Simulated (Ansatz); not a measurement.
Ansatz results at the PBE0-D4/def2-TZVP geometry: zero-point energy (PBE0-D4/def2-TZVP) 54.0 kJ/mol; LUMO energy (PBE0/def2-TZVPP) -1.08 eV; size of the dipole moment (ωB97M-V/def2-TZVPP) 1.41 D.

Each molecule was computed in one conformer, which needn't be the lowest.

Task: Which molecule gave them?
A. `C=[CH][ZnH]`
B. `[OH][Zn][SeH]`
C. `B[CH2][GeH3]`
D. `[AlH2][CH]1C[SiH2]1`

Result: B. The others give `[AlH2][CH]1C[SiH2]1`: 191.7, -0.98, 1.30; `C=[CH][ZnH]`: 125.0, -0.83, 0.39; `B[CH2][GeH3]`: 185.8, -1.26, 1.03.
